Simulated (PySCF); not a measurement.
**Trend along the halogens: MBi molecules**

r²SCAN with triple-zeta basis sets in PySCF, for the lowest determinant that a PBE0 search found; no spin–orbit coupling. De refers to high-spin ground-configuration atoms. A positive dipole means M(−)Bi(+).

| M | basis | state (unpaired electrons) | Re (Å) | ωe (cm⁻¹) | De (eV) | μ (D) |
| --- | --- | --- | --- | --- | --- | --- |
| F | x2c-TZVPPall | triplet (π ↑↑) | 2.020 | 561 | n/a | 3.03 |
| Cl | x2c-TZVPPall | triplet (π ↑↑) | 2.426 | 342 | 3.17 | 2.79 |
| Br | def2-TZVPP | triplet (π ↑↑) | 2.588 | 225 | 2.81 | 2.71 |

The shortest bond is that of BiF (2.020 Å), the longest that of BiBr (2.588 Å).

The rows differ in basis set, which adds steps of its own.

Down a group the atoms grow and get heavier, so bonds lengthen and wavenumbers fall; this series shows no clear exception.

These are scalar-relativistic numbers at best; spin–orbit coupling would shift them, the dissociation energy most. States were picked by a PBE0 search and need not be the measured ground states.
